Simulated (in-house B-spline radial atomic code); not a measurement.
A radial electron density 4πr²n(r) was computed for an atom or ion in its tabulated ground configuration with an all-electron radial atomic-structure program (B-spline basis); method: Dirac-Hartree-Fock, average of configuration. Columns: r (bohr), 4πr²n(r) (electrons per bohr), bar.

```
 0.00066    3.115 #
 0.00078    4.087 #
0.000923    5.356 ##
 0.00109    6.969 ##
 0.00129    9.058 ###
 0.00153    11.75 ####
  0.0018    14.97 #####
 0.00213    19.09 #######
 0.00252    24.14 #########
 0.00298     30.2 ###########
 0.00352    37.29 #############
 0.00417    45.57 ################
 0.00493    54.66 ####################
 0.00582    64.24 #######################
 0.00689    74.04 ##########################
 0.00814    83.03 ##############################
 0.00963     90.5 ################################
  0.0114    95.46 ##################################
  0.0135    97.19 ###################################
  0.0159     95.7 ##################################
  0.0188    91.75 #################################
  0.0222    87.27 ###############################
  0.0263    84.84 ##############################
  0.0311    87.14 ###############################
  0.0368    95.21 ##################################
  0.0435    107.2 ######################################
  0.0514    118.5 ##########################################
  0.0607    123.2 ############################################
  0.0718    118.1 ##########################################
  0.0849    105.4 ######################################
     0.1    93.47 #################################
   0.119    89.87 ################################
    0.14    95.94 ##################################
   0.166    102.8 #####################################
   0.196       98 ###################################
   0.232    77.03 ############################
   0.274    48.08 #################
   0.324    22.79 ########
   0.383    7.914 ###
   0.453    1.906 #
   0.536      0.3 
   0.634    0.029 
   0.749 0.001617
```

Q: Which atom or ion is it?
A. Tm42+
B. Lu42+
C. Yb42+
D. Yb41+

A: C. The area under the curve, ∫4πr²n dr = ∫r·4πr²n d(ln r) on this logarithmic grid, is 28 electrons, which only this option has. The configuration is [Ar] 3d10.
